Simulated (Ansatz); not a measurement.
`[F][Nb]([F])([F])=[S]` + `C[Si]F` → `[CH3][Nb]([F])([F])=[S]` + `F[Si]F`  (redistribution)

Isolated molecules relaxed with PBE0-D4/def2-TZVP in Ansatz; ΔE leaves out vibrations. CBS: MP2 limit from def2 TZ/QZ plus the TZ coupled-cluster correction, frozen cores. This one scheme is used for every species. Functionals use def2-TZVPP. B3LYP here is the variant with VWN-RPA as its local correlation; programs differ in this. def2 core potentials past Kr. For Nb outer-core shells are correlated without core-valence functions, which leaves a few kJ/mol of doubt a bond.

| level | ΔE (kJ/mol) |
| --- | --- |
| PBE-D4 | -20.1 |
| BLYP-D4 | -24.3 |
| CAM-B3LYP-D4 | -29.1 |
| ωB97M-V | -32.8 |
| B3LYP | -27.4 |
| r2SCANh | -25.0 |
| HF/def2-SVP | -13.7 |
| CCSD/def2-TZVPP | -39.3 |

**Question.** What does CCSD(T)/CBS give? (Estimate.)

**Answer.** The calculation gave: -39.5 kJ/mol. The listed levels differ from it by 19.4, 15.2, 10.4, 6.7, 12.1, 14.5, 25.8, 0.2 kJ/mol.

Largest T1 diagnostic among the species: 0.023, so the coupled-cluster value is less sure than usual.

At CCSD(T), def2-SVP lies +26.8 kJ/mol from the extrapolated value and def2-TZVPP +2.4 kJ/mol. Leaving LDA and LC-ωPBE aside and taking each functional with its dispersion term where it has one, the values, not all of them listed here, spread over 18.8 kJ/mol, from BHLYP-D4 to revPBE-D4. LDA lies −5.7 kJ/mol from PBE without D4. From PBE to PBE0 (25 % exact exchange), in def2-TZVPP and without D4, ΔE moves by −5.9 kJ/mol.
